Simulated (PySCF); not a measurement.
Radial density of N (nitrogen, neutral)

MN15, [He] 2s2 2p3, high-spin 4S determinant. Computed with PySCF 2.14 in def2-QZVPPD, with no relativity, point nucleus.

```
r (bohr)  4πr²ρ (e/bohr)  4πr²(ρα − ρβ)
 0.00425         0.04626         0.0000
 0.00716          0.1254        -0.0001
  0.0120          0.3301        -0.0003
  0.0202          0.8277        -0.0008
  0.0341           1.912        -0.0022
  0.0573           3.858        -0.0043
  0.0963           6.257         0.0017
   0.162           7.182         0.0648
   0.273           4.945         0.3281
   0.458           2.444         0.9901
   0.771           3.173         1.8201
    1.30           3.014         1.6769
    2.18           1.013         0.6284
    3.67         0.09529         0.0716
    6.17        0.001057         0.0010
```

Where is the radial spin density 4πr²(ρα − ρβ) most negative, and why is it negative at all?

Around r = 0.0573 bohr, down to -0.0043 e/bohr: exchange with the open shell polarises the paired shells in an unrestricted calculation.
